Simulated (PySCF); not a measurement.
Cu(H) cation (CuH), SMILES [CuH] (connectivity only; charge and spin as stated), charge +1, multiplicity 2.

Geometry: r2SCAN-D4/def2-TZVPD. The multiplicity is an assumed one; other spin states were not compared.

Method: CAM-B3LYP/def2-TZVPD (PySCF).

Isolated molecule, no solvent.

Problem. Estimate the frontier levels, dipole moment and polarisability. (Estimate from the structure and the level; the computed values follow.)

Solution. 
```yaml
"α spin, highest occupied and lowest empty level": -17.88 and -8.27 eV
"β spin, highest occupied and lowest empty level": -19.18 and -11.02 eV
dipole_moment_about_the_centre_of_nuclear_charge: 0.79 D
mean_static_polarisability: 13.7 bohr³ (2.03 Å³)
polarisability_principal_values: 10.7, 10.7, 19.7 bohr³
"⟨S²⟩": 0.758 (pure state 0.75)
```
